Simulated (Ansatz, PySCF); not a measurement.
Input for Ansatz (a program for electronic structure):
Ansatz 0.2 input:
```yaml
crystal:
  periodic: [false, false, false]
  atoms:
    - {symbol: Mo, position_ang: [0.04700380, -0.02591911, 0.04429024]}
    - {symbol: O, position_ang: [1.17771435, -0.64942219, 1.10972418]}
    - {symbol: F, position_ang: [-1.15193834, 0.63520863, -1.08543623]}
    - {symbol: F, position_ang: [0.02490160, 1.54359112, 0.78829207]}
    - {symbol: F, position_ang: [1.03547356, -0.29290642, -1.35893280]}
    - {symbol: F, position_ang: [-1.17464510, -1.18767329, 0.46296766]}
basis:
  gaussian:
    orbitals: def2-SVP
hamiltonian:
  xc: revpbe
total_charge: 1
magnetization: {spin_polarized: true, initial_magnetization: 1}
accuracy: high
```

**Question.** Write the same job for PySCF.

**Answer.** Several could match; the one computed here: 
```python
from pyscf import gto, scf, dft

mol = gto.M(
    atom='''
Mo    0.04700380   -0.02591911    0.04429024
O     1.17771435   -0.64942219    1.10972418
F    -1.15193834    0.63520863   -1.08543623
F     0.02490160    1.54359112    0.78829207
F     1.03547356   -0.29290642   -1.35893280
F    -1.17464510   -1.18767329    0.46296766
''',
    basis='def2-svp',
    ecp={'Mo': 'def2-svp'},
    charge=1,
    spin=1,
    verbose=4,
)

mf = dft.UKS(mol)
mf.xc = 'revpbe'
mf.grids.atom_grid = (99, 590)
mf.grids.prune = None
mf.kernel()
```

Both were run: Ansatz gave -542.045025 Eh and PySCF -542.045029 Eh, 0.003 mEh apart.
